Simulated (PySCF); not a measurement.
Species: C₄H₁₂Si₂.
Structure used (GFN2-xTB), in Å, numbered top down from 1:
```
atom  x, y, z in Å
Si1    2.6529   -0.4194   -0.7103
C2     0.8848   -1.0671   -0.4727
C3    -0.0650   -0.0348    0.1198
C4    -1.5230   -0.5152    0.3125
C5    -2.2790    0.7290   -0.1940
Si6   -0.6719    1.4392   -0.9456
H7     3.4882   -1.4897   -1.2610
H8     3.2022    0.0065    0.5796
H9     2.6410    0.7233   -1.6278
H10    0.9076   -1.9466    0.1794
H11    0.4873   -1.4098   -1.4313
H12    0.3409    0.3013    1.0784
H13   -1.7268   -1.3761   -0.3245
H14   -1.7660   -0.7929    1.3387
H15   -3.1061    0.4997   -0.8621
H16   -2.6816    1.3204    0.6262
H17   -0.2525    2.7843   -0.5542
H18   -0.5416    1.2543   -2.3922
```

The closed-shell SCF was solved with PySCF and density fitting under several settings on one GFN2-xTB geometry (grid level 2 and gas phase unless stated).

| settings | basis functions | SCF cycles | E (Eh) | HOMO (eV) | LUMO (eV) | dipole (D) |
| --- | --- | --- | --- | --- | --- | --- |
| PBE0/pcSseg-1 | 176 | 12 | -738.1147 | -7.70 | 0.21 | 0.74 |
| wB97X-D/def2-SVPD | 224 | 12 | -738.2587 | -9.49 | 1.75 | 0.79 |

Task: Estimate the row for these settings: B97-2/pcSseg-1, grid level 4, energy threshold 1e-08 Eh.

Result: 
```tsv
settings	basis functions	SCF cycles	E (Eh)	HOMO (eV)	LUMO (eV)	dipole (D)
B97-2/pcSseg-1, grid level 4, energy threshold 1e-08 Eh	176	9	-738.5282	-7.46	0.24	0.72
```

Task: Over all rows, what range does the HOMO–LUMO gap span?

Result: From 7.70 eV (B97-2/pcSseg-1, grid level 4, energy threshold 1e-08 Eh) to 11.24 eV (wB97X-D/def2-SVPD). The functional of the narrowest has 21 % exact exchange, that of the widest range-separated exact exchange.

Task: And the dipole moment?

Result: From 0.72 D (B97-2/pcSseg-1, grid level 4, energy threshold 1e-08 Eh) to 0.79 D (wB97X-D/def2-SVPD); the largest is 1.10 times the smallest, and the median is 0.74 D.

wB97X-D ran without the empirical dispersion term, which would shift the total energy alone. Cycle counts include a coarse-grid stage where the run had one.

One conformer stands for the species.
